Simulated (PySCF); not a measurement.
ClF, charge +1, doublet, at a GFN2-xTB geometry (a state made from the parent by changing its charge; the spin is typed, not shown lowest); PySCF with HF/6-31G*.

The PySCF input:
```python
from pyscf import gto, scf

mol = gto.Mole()
mol.atom = '''
    F    -0.00000000   -0.00000000   -1.04610145
    Cl    0.00000000    0.00000000    0.55381842
'''
mol.basis = '6-31g*'
mol.charge = 1
mol.spin = 1
mol.verbose = 4
mol.build()

mf = scf.UHF(mol)
mf.kernel()
mf.analyze()
```

What the program printed (banner, timings and long lists left out):

```
PySCF version 2.14.0

[INPUT] verbose = 4
[INPUT] num. atoms = 2
[INPUT] num. electrons = 25
[INPUT] charge = 1
[INPUT] spin (= nelec alpha-beta = 2S) = 1
[INPUT] symmetry False subgroup None
[INPUT] Mole.unit = angstrom
[INPUT] Symbol           X                Y                Z      unit          X                Y                Z       unit  Magmom
[...]
nuclear repulsion = 50.6051051611478
number of shells = 14
number of NR pGTOs = 78
number of NR cGTOs = 32
basis = 6-31g*
ecp = {}

******** <class 'pyscf.scf.uhf.UHF'> ********
method = UHF
initial guess = minao
damping factor = 0
level_shift factor = 0
DIIS = <class 'pyscf.scf.diis.CDIIS'>
diis_start_cycle = 1
diis_space = 8
diis_damp = 0
SCF conv_tol = 1e-09
SCF conv_tol_grad = None
SCF max_cycles = 50
direct_scf = True
direct_scf_tol = 1e-13
number electrons alpha = 13  beta = 12
Set gradient conv threshold to 3.16228e-05
init E= -558.880201358311

cycle= 1 E= -558.284421972111  delta_E= 0.596  |g|= 0.388  |ddm|= 1.26
cycle= 2 E= -558.36351572854  delta_E= -0.0791  |g|= 0.143  |ddm|= 0.569
cycle= 3 E= -558.372141417222  delta_E= -0.00863  |g|= 0.073  |ddm|= 0.139
cycle= 4 E= -558.374542382562  delta_E= -0.0024  |g|= 0.0218  |ddm|= 0.0474
cycle= 5 E= -558.375731592729  delta_E= -0.00119  |g|= 0.0143  |ddm|= 0.0443
cycle= 6 E= -558.376489066504  delta_E= -0.000757  |g|= 0.00661  |ddm|= 0.0475
cycle= 7 E= -558.376643344098  delta_E= -0.000154  |g|= 0.00206  |ddm|= 0.027
cycle= 8 E= -558.376652380007  delta_E= -9.04e-06  |g|= 0.0015  |ddm|= 0.00398
cycle= 9 E= -558.37666113449  delta_E= -8.75e-06  |g|= 0.00116  |ddm|= 0.00498
cycle= 10 E= -558.376672838777  delta_E= -1.17e-05  |g|= 0.000542  |ddm|= 0.0106
cycle= 11 E= -558.376675317185  delta_E= -2.48e-06  |g|= 0.00019  |ddm|= 0.00665
cycle= 12 E= -558.376675387571  delta_E= -7.04e-08  |g|= 3.51e-05  |ddm|= 0.0009
cycle= 13 E= -558.376675389414  delta_E= -1.84e-09  |g|= 1.44e-05  |ddm|= 0.000133
cycle= 14 E= -558.376675389678  delta_E= -2.64e-10  |g|= 2.73e-06  |ddm|= 3.02e-05
Extra cycle  E= -558.376675389686  delta_E= -8.19e-12  |g|= 1.5e-06  |ddm|= 3.43e-06
converged SCF energy = -558.376675389686  <S^2> = 0.76008693  2S+1 = 2.0100616
**** SCF Summaries ****
Total Energy =                        -558.376675389686056
Nuclear Repulsion Energy =              50.605105161147847
One-electron Energy =                 -864.290600334808346
Two-electron Energy =                  255.308819783974343
Two-electron Coulomb Energy =          292.538729718113643
DFT Exchange-Correlation Energy =      -37.229909934139300
**** MO energy ****
                             alpha | beta                alpha | beta
[...]
To work with the spin densities directly, `use mulliken_meta_spin()` only printing them here.

 ** Mulliken spin pop alpha/beta on meta-lowdin orthogonal AOs **
 ** Mulliken Spin Density (per AO)  **
spin_pop of  0 F 1s       -0.00000
spin_pop of  0 F 2s        0.00477
spin_pop of  0 F 3s        0.00024
spin_pop of  0 F 2px       0.06973
spin_pop of  0 F 2py       0.00613
spin_pop of  0 F 2pz      -0.04869
spin_pop of  0 F 3px       0.00067
spin_pop of  0 F 3py       0.00011
spin_pop of  0 F 3pz       0.00017
spin_pop of  0 F 3dxy      0.00000
spin_pop of  0 F 3dyz     -0.00008
spin_pop of  0 F 3dz^2     0.00007
spin_pop of  0 F 3dxz     -0.00064
spin_pop of  0 F 3dx2-y2    0.00000
spin_pop of  1 Cl 1s       -0.00000
spin_pop of  1 Cl 2s        0.00000
spin_pop of  1 Cl 3s        0.01290
spin_pop of  1 Cl 4s        0.00061
spin_pop of  1 Cl 2px       0.00001
spin_pop of  1 Cl 2py       0.00000
spin_pop of  1 Cl 2pz      -0.00000
spin_pop of  1 Cl 3px       0.83751
spin_pop of  1 Cl 3py       0.07212
spin_pop of  1 Cl 3pz       0.02675
spin_pop of  1 Cl 4px       0.01255
spin_pop of  1 Cl 4py       0.00265
spin_pop of  1 Cl 4pz       0.00168
spin_pop of  1 Cl 3dxy     -0.00005
spin_pop of  1 Cl 3dyz     -0.00007
spin_pop of  1 Cl 3dz^2     0.00167
spin_pop of  1 Cl 3dxz     -0.00068
spin_pop of  1 Cl 3dx2-y2   -0.00012
 ** Mulliken Spin Density (per atom)  **
spin density of  0 F =      0.03248
spin density of  1 Cl =      0.96752
 ** Mulliken pop alpha/beta on meta-lowdin orthogonal AOs **
 ** Mulliken pop       alpha | beta **
[...]
In total            13.00000 | 12.00000
 ** Mulliken atomic charges   ( Nelec_alpha | Nelec_beta ) **
charge of  0F =     -0.14272  (     4.58760      4.55512 )
charge of  1Cl =      1.14272  (     8.41240      7.44488 )

WARN: System has nonzero charge 1; the dipole moment is origin-dependent.
Location of origin: [0. 0. 0.]

Dipole moment(X, Y, Z, Debye):  0.00000,  0.00000,  2.56011
```
